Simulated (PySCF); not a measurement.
## The 28-electron isoelectronic series, non-relativistic

All values are computed (PySCF 2.14, energy differences of UHF-based or UKS calculations, no spin-orbit coupling). Each ion has its own even-tempered basis scaled to its charge (17s11p8d4f4g for the first); frozen: [Ne]. Ionisation energies in eV.

```tsv
ion	configuration	UHF	LDA	PBE	PBE0	r2SCAN	MP2 (outer shells)	NIST (with spin-orbit, Breit and QED)
Cd²⁰⁺	[Ar] 3d10 (1S)	969.02	969.48	968.66	969.30	969.45	970.76	963 ± 4 (t)
Sn²²⁺	[Ar] 3d10 (1S)	1134.9	1135.1	1134.3	1135.0	1135.1	1136.6	1127 ± 4 (t)
Te²⁴⁺	[Ar] 3d10 (1S)	1312.9	1312.9	1312.1	1312.8	1313.0	1314.6	1304 ± 4 (t)
Xe²⁶⁺	[Ar] 3d10 (1S)	1503.1	1502.9	1502.1	1502.9	1503.1	1504.8	1493 ± 4 (t)
Ba²⁸⁺	[Ar] 3d10 (1S)	1705.6	1705.1	1704.3	1705.2	1705.4	1707.2	1695 ± 4 (t)
Ce³⁰⁺	[Ar] 3d10 (1S)	1920.1	1919.4	1918.6	1919.6	1919.8	1921.8	1908 ± 4 (t)
Nd³²⁺	[Ar] 3d10 (1S)	2146.9	2145.9	2145.1	2146.1	2146.4	2148.5	2134 ± 4 (t)
Sm³⁴⁺	[Ar] 3d10 (1S)	2385.7	2384.5	2383.7	2384.8	2385.1	2387.4	2371 ± 5 (t)
Gd³⁶⁺	[Ar] 3d10 (1S)	2636.8	2635.3	2634.5	2635.7	2636.0	2638.4	2621 ± 5 (t)
Dy³⁸⁺	[Ar] 3d10 (1S)	2899.9	2898.2	2897.5	2898.7	2899.0	2901.5	2882 ± 4 (t)
```

Each ion has its own basis, which adds noise of up to about 0.1 % along the series.

NIST values marked (s) are semi-empirical, (t) theoretical. Open shells are high-spin determinants of the terms that Hund's rules give.

All relativistic terms are absent from the calculated values; where these lie close to NIST, scalar and spin-orbit shifts of opposite sign can cancel.
